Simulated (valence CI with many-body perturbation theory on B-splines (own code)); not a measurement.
**E1 transitions of Zr XXXIV**

Method: configuration interaction combined with many-body perturbation theory (CI+MBPT): five valence electrons over a frozen Dirac-Fock core [He], radial functions for each j: 11 s, 11 p, 10 d, 8 f, 5 g, 2 h, with the one-electron correlation potential Σ1 (screened to all orders), the two-electron term Σ2, the three-electron term Σ3, Breit, model QED; selected single and double excitations, second order for the rest, scaled by the run's own slope (own B-spline code, finite nucleus).

No measured spectrum was set against this ion. As an estimate, large intervals hold to a few tenths of a per cent, small ones and those within an open d or f shell to about a per cent. Among the levels kept, up to 10000 cm⁻¹ of a level comes from second order outside the variational space, and about a tenth of that is noise between levels of different J, which matters for small intervals.

Lines 1 to 50 of 595 in falling wavelength, among levels below 23574 × 10³ cm⁻¹, chosen from the strongest by gf and those to the six lowest levels. Wavelengths and rates use the calculated energies. Electric multipoles are in the length gauge, E1 and E2 with the static RPA response of the core. Weak lines are less certain than strong ones. Lines between different terms over intervals too small for the method are left out, as are lines whose strength nearly cancels. The highest levels of a list are the least certain.

Levels are named by their leading jj configuration (3d3/2^4 stands for four electrons in 3d with j = 3/2), which in mixed levels can hold well under half, so a name can repeat and another be missing. Letters in brackets count levels of one name in rising energy.

```
λ vac (Å)                               Upper                               Lower   A (s⁻¹)  log gf  Branch %
    351.0      (2s 2p1/2 2p3/2^2 3p1/2) J=7/2     (2s 2p1/2 2p3/2^2 3s) J=5/2 [b]  5.22e+08   -1.11       0.0
    341.9       (2p1/2^2 2p3/2^2 3p1/2) J=5/2          (2p1/2^2 2p3/2^2 3s) J=3/2  7.99e+08   -1.08       0.0
    308.0  (2s 2p1/2 2p3/2^2 3p1/2) J=5/2 [a]     (2s 2p1/2 2p3/2^2 3s) J=3/2 [a]  9.27e+08   -1.10       0.0
    304.4  (2s 2p1/2 2p3/2^2 3p1/2) J=5/2 [c]     (2s 2p1/2 2p3/2^2 3s) J=3/2 [c]  9.94e+08   -1.08       0.0
    302.2      (2s^2 2p1/2 2p3/2 3p1/2) J=5/2     (2s^2 2p1/2 2p3/2 3s) J=3/2 [b]  1.10e+09   -1.05       0.9
    291.3  (2s 2p1/2^2 2p3/2 3p1/2) J=3/2 [b]     (2s 2p1/2^2 2p3/2 3s) J=3/2 [b]  1.65e+09   -1.08       0.0
    283.2  (2s 2p1/2 2p3/2^2 3p3/2) J=5/2 [b]     (2s 2p1/2 2p3/2^2 3s) J=5/2 [c]  1.44e+09   -0.98       0.0
    281.6          (2s^2 2p1/2^2 3p1/2) J=1/2             (2s^2 2p1/2^2 3s) J=1/2  3.30e+09   -1.11       2.5
    281.6       (2p1/2^2 2p3/2^2 3p1/2) J=3/2          (2p1/2^2 2p3/2^2 3s) J=5/2  2.30e+09   -0.96       0.0
    275.6      (2s^2 2p1/2 2p3/2 3p1/2) J=5/2         (2s^2 2p1/2 2p3/2 3s) J=5/2  1.91e+09   -0.88       1.5
    268.8       (2p1/2^2 2p3/2^2 3p1/2) J=5/2          (2p1/2^2 2p3/2^2 3s) J=5/2  1.91e+09   -0.91       0.0
    268.6  (2s 2p1/2 2p3/2^2 3p1/2) J=3/2 [a]     (2s 2p1/2 2p3/2^2 3s) J=5/2 [a]  1.84e+09   -1.10       0.0
    264.0      (2s 2p1/2 2p3/2^2 3p1/2) J=7/2         (2s 2p1/2 2p3/2^2 3s) J=7/2  1.90e+09   -0.80       0.0
    262.0  (2s 2p1/2^2 2p3/2 3p1/2) J=3/2 [a]         (2s 2p1/2^2 2p3/2 3s) J=5/2  3.70e+09   -0.82       0.1
    256.9  (2s^2 2p1/2 2p3/2 3p1/2) J=3/2 [a]     (2s^2 2p1/2 2p3/2 3s) J=3/2 [a]  2.19e+09   -1.06       2.2
    254.8            (2s 2p3/2^3 3p1/2) J=5/2           (2s 2p3/2^3 3s) J=3/2 [a]  2.71e+09   -0.80       0.0
    252.0      (2s 2p1/2^2 2p3/2 3p1/2) J=5/2         (2s 2p1/2^2 2p3/2 3s) J=5/2  3.33e+09   -0.72       0.0
    247.6      (2s 2p1/2^2 2p3/2 3d3/2) J=7/2      (2s 2p1/2^2 2p3/2 3p3/2) J=7/2  1.38e+09   -0.99       0.1
    246.5      (2s 2p1/2 2p3/2^2 3d3/2) J=9/2      (2s 2p1/2 2p3/2^2 3p3/2) J=9/2  1.55e+09   -0.85       3.1
    246.0      (2s^2 2p1/2 2p3/2 3d3/2) J=7/2      (2s^2 2p1/2 2p3/2 3p3/2) J=7/2  1.05e+09   -1.12       0.9
    240.2          (2s^2 2p3/2^2 3p1/2) J=5/2             (2s^2 2p3/2^2 3s) J=3/2  2.48e+09   -0.89       1.1
    235.8  (2s 2p1/2 2p3/2^2 3p1/2) J=5/2 [a]     (2s 2p1/2 2p3/2^2 3s) J=5/2 [a]  2.89e+09   -0.84       0.0
    235.0  (2s 2p1/2 2p3/2^2 3d5/2) J=7/2 [a]  (2s 2p1/2 2p3/2^2 3p3/2) J=5/2 [a]  1.92e+09   -0.90       0.0
    234.3          (2s^2 2p3/2^2 3p1/2) J=3/2             (2s^2 2p3/2^2 3s) J=5/2  4.46e+09   -0.83       0.7
    233.2        (2s 2p3/2^3 3p1/2) J=3/2 [b]           (2s 2p3/2^3 3s) J=3/2 [b]  3.44e+09   -0.95       0.0
    231.0      (2s^2 2p3/2^2 3d5/2) J=5/2 [a]      (2s^2 2p3/2^2 3p3/2) J=3/2 [a]  3.36e+09   -0.79       0.0
    229.4      (2s 2p1/2^2 2p3/2 3d5/2) J=9/2      (2s 2p1/2^2 2p3/2 3p3/2) J=7/2  5.70e+09   -0.35      67.2
    228.9  (2s 2p1/2 2p3/2^2 3d5/2) J=9/2 [a]  (2s 2p1/2 2p3/2^2 3p3/2) J=7/2 [a]  4.16e+09   -0.49      11.7
    228.6  (2s 2p1/2 2p3/2^2 3d5/2) J=5/2 [c]  (2s 2p1/2 2p3/2^2 3p3/2) J=3/2 [c]  2.50e+09   -0.93       0.0
    227.3     (2s 2p1/2 2p3/2^2 3d5/2) J=11/2      (2s 2p1/2 2p3/2^2 3p3/2) J=9/2  5.86e+09   -0.26      23.2
    226.4          (2s^2 2p3/2^2 3p1/2) J=1/2             (2s^2 2p3/2^2 3s) J=1/2  5.62e+09   -1.06       1.9
    225.0        (2s 2p3/2^3 3p1/2) J=3/2 [a]               (2s 2p3/2^3 3s) J=5/2  5.70e+09   -0.76       0.1
    224.0  (2s 2p1/2^2 2p3/2 3d5/2) J=5/2 [a]  (2s 2p1/2^2 2p3/2 3p3/2) J=5/2 [a]  1.86e+09   -1.08       0.0
    223.1  (2s 2p1/2 2p3/2^2 3d5/2) J=7/2 [d]  (2s 2p1/2 2p3/2^2 3p3/2) J=5/2 [d]  4.83e+09   -0.54       0.0
    222.8  (2s 2p1/2 2p3/2^2 3d5/2) J=5/2 [a]  (2s 2p1/2 2p3/2^2 3p3/2) J=3/2 [a]  3.22e+09   -0.84       0.0
    222.7  (2s 2p1/2 2p3/2^2 3d5/2) J=7/2 [c]  (2s 2p1/2 2p3/2^2 3p3/2) J=5/2 [c]  4.05e+09   -0.62       0.1
    222.5  (2s 2p1/2 2p3/2^2 3d5/2) J=3/2 [e]  (2s 2p1/2 2p3/2^2 3p3/2) J=1/2 [d]  2.66e+09   -1.10       0.0
    221.6          (2s^2 2p3/2^2 3d5/2) J=7/2          (2s^2 2p3/2^2 3p3/2) J=7/2  1.41e+09   -1.08       0.0
    220.8  (2s 2p1/2 2p3/2^2 3d5/2) J=5/2 [e]  (2s 2p1/2 2p3/2^2 3p3/2) J=3/2 [d]  2.73e+09   -0.92       0.0
    220.1          (2s^2 2p3/2^2 3p1/2) J=5/2             (2s^2 2p3/2^2 3s) J=5/2  3.86e+09   -0.77       1.7
    218.0          (2s^2 2p3/2^2 3d5/2) J=7/2          (2s^2 2p3/2^2 3p3/2) J=5/2  4.30e+09   -0.61       0.1
    217.5  (2s 2p1/2 2p3/2^2 3d5/2) J=7/2 [e]  (2s 2p1/2 2p3/2^2 3p3/2) J=5/2 [e]  6.01e+09   -0.47       0.0
    217.3  (2s^2 2p1/2 2p3/2 3d5/2) J=5/2 [a]  (2s^2 2p1/2 2p3/2 3p3/2) J=3/2 [a]  2.14e+09   -1.04       0.0
    217.0  (2s 2p1/2^2 2p3/2 3d5/2) J=3/2 [b]  (2s 2p1/2^2 2p3/2 3p3/2) J=1/2 [b]  4.21e+09   -0.93       0.0
    216.3  (2s 2p1/2 2p3/2^2 3d5/2) J=9/2 [c]  (2s 2p1/2 2p3/2^2 3p3/2) J=7/2 [c]  6.60e+09   -0.33       2.2
    215.6  (2s 2p1/2 2p3/2^2 3d5/2) J=9/2 [b]  (2s 2p1/2 2p3/2^2 3p3/2) J=7/2 [b]  5.01e+09   -0.46       3.3
    215.5      (2s^2 2p1/2 2p3/2 3d5/2) J=9/2      (2s^2 2p1/2 2p3/2 3p3/2) J=7/2  6.32e+09   -0.36      90.3
    214.9  (2s^2 2p1/2 2p3/2 3d5/2) J=7/2 [a]  (2s^2 2p1/2 2p3/2 3p3/2) J=5/2 [a]  5.73e+09   -0.50       0.2
    214.8            (2s 2p3/2^3 3p1/2) J=5/2               (2s 2p3/2^3 3s) J=5/2  2.82e+09   -0.93       0.0
    214.5  (2s 2p1/2 2p3/2^2 3d5/2) J=5/2 [f]  (2s 2p1/2 2p3/2^2 3p3/2) J=3/2 [e]  4.53e+09   -0.73       0.0
```
